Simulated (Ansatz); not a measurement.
```xyz
7

C    -0.208    0.685   -0.404
Al   -1.097   -0.932    0.076
Ga    1.196   -0.494    0.608
H     0.459    0.519   -1.279
H    -0.505    1.734   -0.413
H    -2.539   -1.416    0.529
H     2.693   -0.096    0.883
```

Total charge 0; spin multiplicity 1.

(1) List the PBE0/def2-TZVPP orbital energies in eV (the Gaussian-basis code of Ansatz). (Best estimate.)

Answers

(1) Ansatz gave: Occupied: -10147.05, -1527.76, -1252.91, -1109.08, -1109.00, -1108.97, -277.62, -151.14, -113.62, -104.14, -103.90, -103.84, -73.73, -73.58, -73.51, -23.23, -23.14, -23.07, -22.97, -22.92, -18.47, -12.43, -11.04, -10.66, -9.23, -6.89, -5.77. Lowest empty: -2.16, -1.05, -0.24, 0.29, 1.47, 2.15, 2.30, 3.10.
